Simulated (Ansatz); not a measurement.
`F[SiH2]C(F)S` + H₂O → `OC(S)[SiH2]F` + H–F  (formal hydrolysis of a C–F bond)

Program: Ansatz. Geometries: PBE0-D4/def2-TZVP. ΔE: electronic, gas phase. CCSD(T)/CBS is the MP2 limit (def2-TZVPP, def2-QZVPP) plus CCSD(T) − MP2 in def2-TZVPP, frozen cores. This one scheme is used for every species. DFT in def2-TZVPP. One conformer a species, not always the lowest.

```json
{"level": "PBE-D4", "ΔE (eV)": "-0.06"}
{"level": "ωB97M-V", "ΔE (eV)": "-0.06"}
{"level": "PBE", "ΔE (eV)": "-0.03"}
{"level": "PBE0", "ΔE (eV)": "-0.07"}
{"level": "HF/def2-TZVPP", "ΔE (eV)": "-0.02"}
{"level": "MP2/def2-TZVPP", "ΔE (eV)": "-0.16"}
{"level": "HF/CBS(def2)", "ΔE (eV)": "-0.01"}
{"level": "MP2/CBS(def2)", "ΔE (eV)": "-0.16"}
```

What does CCSD(T)/CBS give? (Best estimate.)

The calculation gave: -0.11 eV. The listed levels differ from it by 0.05, 0.05, 0.08, 0.04, 0.09, -0.05, 0.10, -0.05 eV.

Largest T1 diagnostic among the species: 0.012.

From PBE to PBE0 (25 % exact exchange), in def2-TZVPP and without D4, ΔE moves by −0.04 eV. In def2-TZVPP, CCSD(T) changes the Hartree–Fock value by −0.09 eV (the triples alone add −0.01 eV) and MP2 by −0.14 eV.
